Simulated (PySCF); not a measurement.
## BF₃: PBE0 against wB97X

Base calculation in PySCF with density fitting and no spin–orbit coupling, PBE0/def2-TZVP (no relativity): singlet, D3h, B–F 1.311 Å (×3); wavenumbers 475 (×2), 686, 897, 1478 (×2) cm⁻¹; gap between the highest occupied and lowest empty levels 12.68 eV, polar-tensor charge of B 1.67 e, atomisation energy (no zero-point energy) 1950 kJ/mol.

**Question.** What changes on going to wB97X/def2-TZVP (no relativity)?

**Answer.** The point group stays the same. Changes: mean bond to B +0.005 Å, highest wavenumber -23 cm⁻¹, lowest wavenumber -5 cm⁻¹, gap between the highest occupied and lowest empty levels +4.58 eV, polar-tensor charge of B +0.03 e, atomisation energy (no zero-point energy) +1 kJ/mol. The new structure has B–F 1.316 Å (×3), with wavenumbers 470 (×2), 681, 886, 1455 (×2) cm⁻¹.

Each species is the lowest minimum found with this bonding; other isomers or fragments can lie lower.
